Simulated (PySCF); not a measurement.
Ligand exchange on a metal centre used in film growth or etching (Zn F-OH). All species are isolated molecules in the gas phase. One relaxed conformer stands for each flexible species; it need not be the lowest.

The numbers are results of PySCF with TPSSh-D3(BJ)/def2-TZVP // TPSS-D3(BJ)/def2-SVP, not measurements. All candidates: neutral, multiplicity 1. 

- HOMO–LUMO gap = 5.94 eV
- LUMO = -1.89 eV
- HOMO = -7.84 eV

Question: Name which member has these values.
A. [Zn(F)(OH)]
B. [Zn(F)2]
C. [Zn(OH)2]

Answer: A, [Zn(F)(OH)]. The others give [Zn(OH)2]: 5.63 eV, -1.55 eV, -7.18 eV; [Zn(F)2]: 7.06 eV, -2.37 eV, -9.43 eV
